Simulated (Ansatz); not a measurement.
```yaml
crystal:
  periodic: [false, false, false]
  atoms:
    - {symbol: C, position_ang: [-0.190734, -0.399837, -0.590257]}
    - {symbol: Zn, position_ang: [0.358811, 0.665175, 0.828110]}
    - {symbol: H, position_ang: [-0.846134, -0.613102, -0.308959]}
    - {symbol: H, position_ang: [-1.146134, -0.913102, -0.358959]}
    - {symbol: H, position_ang: [-0.420322, 0.199037, -1.413198]}
    - {symbol: H, position_ang: [0.625318, 1.574766, 2.157745]}
basis:
  gaussian: {orbitals: STO-3G, final_grid: {core_spheres: 8, valence_spheres: 7, degree: 23}}
hamiltonian: {xc: {name: wB97X-V}}
output: {forces: true}
```

```sh
$ ansatz run in.yaml --threads 4 --pin off --events-out ev --progress --plain --max-ram 10444MiB
```

Output, abridged:

```
Functional definition: wB97X-V
281 factors; integrals over basis functions are off by at most 4.9e-4 eV
109 factors; integrals over basis functions are off by at most 1.2e-6 eV
mean field evaluation 1: about -48024.5152 eV, gradient 2.5e2 eV
mean field evaluation 2: about -48497.0155 eV, gradient 1.2e2 eV
mean field evaluation 4: about -48822.9940 eV, gradient 1.4e2 eV
mean field evaluation 8: about -48830.8439 eV, gradient 1.3e2 eV
mean field evaluation 16: about -48916.3044 eV, gradient 5.7e0 eV
mean field evaluation 32: about -48916.2481 eV, gradient 1.4e-1 eV
mean field evaluation 64: about -48916.2493 eV, gradient 4.9e-1 eV
mean field evaluation 96: about -48916.2492 eV, gradient 2.3e-2 eV
mean field evaluation 128: about -48916.2487 eV, gradient 1.6e-1 eV
mean field -48916.25002122 eV, -1797.6390316547 hartree, gradient 2.1e-9 eV, S^2 0.000000; 6 other end points of the search recorded, 0 dependent functions left out
reference -48916.25002064 eV, -1797.6390316332 hartree; 20, 20 occupied and 7, 7 virtual orbitals, 281 factors
Total energy: -48916.25002064 eV, -1797.6390316332 hartree
Atom 0 at    -0.190734    -0.399837    -0.590257 Å, force    42.674265    17.273349    -9.915527 eV/Å
Atom 1 at     0.358811     0.665175     0.828110 Å, force    -1.542771    -1.846035    -1.583239 eV/Å
Atom 2 at    -0.846134    -0.613102    -0.308959 Å, force    -3.773586    24.296320    23.284199 eV/Å
Atom 3 at    -1.146134    -0.913102    -0.358959 Å, force   -36.541372   -37.559936    -6.273478 eV/Å
Atom 4 at    -0.420322     0.199037    -1.413198 Å, force    -0.442930     0.255004    -2.171941 eV/Å
Atom 5 at     0.625318     1.574766     2.157745 Å, force    -0.373607    -2.418702    -3.340015 eV/Å
Dipole moment:    -0.556885    -0.176049    -0.059098 e Å
```

In this input one atom was put on top of another. Self-consistency was reached. The result belongs to that input, not to the molecule as meant.
